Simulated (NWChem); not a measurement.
# GaH2S2F; SMILES [F][Ga]([SH])[SH]

```xyz
6

Ga    -0.2367    -0.0107     0.0000
F     -1.9861     0.0513     0.0000
S      0.7990     1.9179     0.0000
H     -0.3708     2.5967     0.0000
S      0.6791    -1.9953     0.0000
H      1.9331    -1.4898     0.0000
```
Atoms are numbered in this order, from 1.

All runs: NWChem. Coordinates come from a PBE0/def2-SVP optimisation. Ions are spin-unrestricted doublets at the neutral geometry; other ion states weren't tried.

For level PBE/def2-SVP:

* **vertical ionisation energy, ΔSCF (eV)**: 9.54
* **−ε(HOMO) (eV)**: 6.54

Question: What are these values for level B3LYP/def2-SVP?

Answer: The vertical ionisation energy, ΔSCF (eV) is 9.81 and the −ε(HOMO) (eV) comes out as 7.49.
